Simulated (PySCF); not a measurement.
H11NSi4, SMILES [SiH3]N[SiH2][SiH2][SiH3]. Atoms are numbered in the order given.

```xyz
16

Si     2.1786     0.7951     1.1433
N      1.2747     0.6639    -0.3406
Si     0.7094    -0.7859    -1.1396
Si    -1.6244    -0.7420    -1.0256
Si    -1.9297     0.3377     1.0227
H      2.2304    -0.5622     1.7534
H      3.5754     1.2825     0.9276
H      1.5144     1.7480     2.0824
H      1.0293     1.5433    -0.7902
H      1.2109    -1.9422    -0.3424
H      1.2333    -0.9017    -2.5349
H     -2.2392    -2.1037    -1.0353
H     -2.2357     0.0687    -2.1239
H     -3.3319     0.2521     1.5284
H     -1.5657     1.7780     0.8746
H     -1.0183    -0.2788     2.0334
```

Coordinates come from a ωB97X-D3(BJ)/def2-SVP optimisation. This is a generated structure with no PubChem entry under its InChIKey; it may be hypothetical. The values are those of a single conformer.

Two levels are set side by side: PBE/pcSseg-1 (PySCF) and KT2/pcSseg-1 (PySCF). GIAO shifts against NH3 (¹⁵N), TMS (²⁹Si), TMS (¹H) at the same level; non-relativistic, no solvent, atoms listed together averaged. Differences are taken from unrounded values.

```json
[
 {"quantity": "δ(²⁹Si) of Si1 (ppm)", "KT2": "-40.2"},
 {"quantity": "δ(¹⁵N) of N2 (ppm)", "KT2": "3.4"},
 {"quantity": "δ(²⁹Si) of Si3 (ppm)", "KT2": "-31.3"},
 {"quantity": "δ(²⁹Si) of Si4 (ppm)", "KT2": "-114.0"},
 {"quantity": "δ(²⁹Si) of Si5 (ppm)", "KT2": "-106.5"},
 {"quantity": "δ(¹H) of H9 (ppm)", "KT2": "-1.14"},
 {"quantity": "δ(¹H) of H12, H13 (ppm)", "KT2": "3.77"}
]
```

Q: What does PBE give, and how far is it from KT2? (The exact figures need the calculation; the answer reports its results.)

A: 
```tsv
quantity	PBE	PBE minus KT2
δ(²⁹Si) of Si1 (ppm)	-43.3	-3.1
δ(¹⁵N) of N2 (ppm)	6.6	3.2
δ(²⁹Si) of Si3 (ppm)	-34.3	-3.0
δ(²⁹Si) of Si4 (ppm)	-117.6	-3.5
δ(²⁹Si) of Si5 (ppm)	-108.4	-1.9
δ(¹H) of H9 (ppm)	-1.10	0.03
δ(¹H) of H12, H13 (ppm)	3.79	0.03
```

Rough cost on one machine, each run with all the roots and properties that it gave: KT2 against PBE within a factor of 2.
